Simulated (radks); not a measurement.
Results of a calculation; reference values are marked as such.
Cr3+, configuration [Ne] 3s2 3p5.5 3d3 4f0.5 (fractional occupations, a model configuration). Code: a radial shooting solver on a logarithmic mesh with Libxc functionals. Model: Dirac Kohn-Sham, OLYP, spin-unpolarised, spherical densities, finite nucleus; open shells fill j = l - 1/2 first; Fermi nuclear charge, rms radius 3.6452 fm.

Unscreened Slater integrals over Kohn-Sham orbitals (cm^-1). Large and small components are both included. Empty in this configuration: 3d5/2.

\begin{tabular}{lr}
integral & value \\ \hline
F0(4f5/2,4f5/2) & 43116 \\
F2(4f5/2,4f5/2) & 23372 \\
F4(4f5/2,4f5/2) & 15414 \\
F0(4f5/2,3d3/2) & 54623 \\
F2(4f5/2,3d3/2) & 6849.3 \\
G1(4f5/2,3d3/2) & 2830.9 \\
G3(4f5/2,3d3/2) & 1616.6 \\
F0(4f5/2,3p3/2) & 54727 \\
F2(4f5/2,3p3/2) & 5392.8 \\
G2(4f5/2,3p3/2) & 991.35 \\
G4(4f5/2,3p3/2) & 638.07 \\
F0(4f5/2,3p1/2) & 54729 \\
G2(4f5/2,3p1/2) & 961.95 \\
F0(4f5/2,3d5/2) & 54621 \\
F2(4f5/2,3d5/2) & 6876.5 \\
F4(4f5/2,3d5/2) & 2361.2 \\
G1(4f5/2,3d5/2) & 2851.4 \\
G3(4f5/2,3d5/2) & 1628.5 \\
G5(4f5/2,3d5/2) & 1113.9 \\
F0(3d3/2,3d3/2) & 190770 \\
F2(3d3/2,3d3/2) & 90615 \\
F0(3d3/2,3p3/2) & 200920 \\
F2(3d3/2,3p3/2) & 96892 \\
G1(3d3/2,3p3/2) & 119800 \\
G3(3d3/2,3p3/2) & 73303 \\
F0(3d3/2,3p1/2) & 201690 \\
G1(3d3/2,3p1/2) & 120410 \\
F0(3d3/2,3d5/2) & 190540 \\
F2(3d3/2,3d5/2) & 90517 \\
G2(3d3/2,3d5/2) & 90458 \\
G4(3d3/2,3d5/2) & 56774 \\
F0(3p3/2,3p3/2) & 213650 \\
F2(3p3/2,3p3/2) & 107740 \\
F0(3p3/2,3p1/2) & 214520 \\
G2(3p3/2,3p1/2) & 108090 \\
F0(3p3/2,3d5/2) & 200660 \\
F2(3p3/2,3d5/2) & 96783 \\
G1(3p3/2,3d5/2) & 119720 \\
G3(3p3/2,3d5/2) & 73248 \\
F0(3p1/2,3p1/2) & 215400 \\
F0(3p1/2,3d5/2) & 201420 \\
G3(3p1/2,3d5/2) & 73505 \\
F0(3d5/2,3d5/2) & 190300 \\
F2(3d5/2,3d5/2) & 90419 \\
F4(3d5/2,3d5/2) & 56751 \\
\end{tabular}
